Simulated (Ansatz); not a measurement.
Consider the ligand exchange at the In–O bond: `[OH][In]([SH])[SH]` + NH₃ → `[NH2][In]([SH])[SH]` + H₂O.

Program: Ansatz. Geometries: PBE0-D4/def2-TZVP. ΔE: electronic, gas phase. CBS: MP2 limit from def2 TZ/QZ plus the TZ coupled-cluster correction, frozen cores. This one scheme is used for every species. DFT in def2-TZVPP. Elements past krypton have def2 core potentials. For In outer-core shells are correlated without core-valence functions, which leaves a few kJ/mol of doubt a bond. One conformer a species, not always the lowest.

```json
{"level": "r2SCANh-D4", "ΔE (kcal/mol)": "5.5"}
{"level": "B2PLYP", "ΔE (kcal/mol)": "5.8"}
```

(1) What does CCSD(T)/CBS give? (Estimate.)

Largest T1 diagnostic among the species: 0.015.

Results:

(1) Ansatz gave: +4.3 kcal/mol. The listed levels differ from it by 1.2, 1.5 kcal/mol.

From PBE to PBE0 (25 % exact exchange), in def2-TZVPP and without D4, ΔE moves by −1.0 kcal/mol. At CCSD(T), def2-SVP lies +1.7 kcal/mol from the extrapolated value and def2-TZVPP +0.2 kcal/mol. In def2-TZVPP, CCSD(T) changes the Hartree–Fock value by −1.1 kcal/mol (the triples alone add +0.1 kcal/mol) and MP2 by −1.4 kcal/mol.
